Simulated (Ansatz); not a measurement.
Clusters of 13 atoms, doped: gap (eV) at several levels, gas phase, relaxed structures; Ansatz. Clusters are the lowest isomers that short searches found in that spin, judged at the geometry's level. Core potentials for Ag, Hf, Mo, Pd, Sn, Ta, Zr in the def2 sets, no spin–orbit coupling. HOMO and LUMO are taken over both spins. Singlets are spin-restricted. The structures are stationary points that may keep the symmetry of their start. Remarks come from the PBE and PBE0 runs and from stability tests at other levels; not every state was tested.

```
species    state            geometry  PBE-D4/def2-SVP  PBE-D4/def2-TZVP  r2SCAN-D4/def2-TZVP  PBE0-D4/def2-SVP  PBE0-D4/def2-TZVP                                              remarks
ZnSn12⁺  doublet     PBE-D4/def2-SVP             0.30              0.30                 0.65              1.38               1.40                                                    –
 HfAg12  singlet  r2SCAN-D4/def2-SVP             0.90              0.89                 1.01              2.01               1.99                                                    –
  Cu12S  singlet  r2SCAN-D4/def2-SVP             0.49              0.51                 0.60              1.53               1.58  restricted SCF unstable in HF, restricted, untested
  HfB12  singlet     PBE-D4/def2-SVP             0.55              0.57                 0.68              1.81               1.83                        restricted SCF unstable in HF
Cu12Pd⁺  doublet     PBE-D4/def2-SVP             0.20              0.20                 0.37              1.35               1.37                                                    –
ZrGe12⁺  doublet     PBE-D4/def2-SVP             0.30              0.30                 0.54              1.49               1.50                                                    –
CoSn12⁺  singlet     PBE-D4/def2-SVP             0.79              0.78                 0.92              1.89               1.88                        restricted SCF unstable in HF
 Ge12Mo  singlet     PBE-D4/def2-SVP             1.17              1.15                 1.26              2.29               2.27                        restricted SCF unstable in HF
 TaGe12  doublet     PBE-D4/def2-SVP             0.33              0.33                 0.62              1.50               1.51                                                    –
```
